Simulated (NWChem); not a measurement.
CH2N cation; SMILES C#[NH+]

Program: NWChem. Pople sets run with spherical d functions. Geometry: optimised at PBE0-D3(BJ)/def2-TZVP. Level: B3LYP/6-31G* with COSMO at NWChem's default radii, gas-phase geometry; the question gives the dielectric constant. Reactions with the solvent are ignored.

### Question
Predict the results for dielectric constant 7.6. Quantities: electrostatic solvation energy (kcal/mol).

### Answer
```
Item                                       Result
-----------------------------------------  ------
electrostatic solvation energy (kcal/mol)   -65.9
```
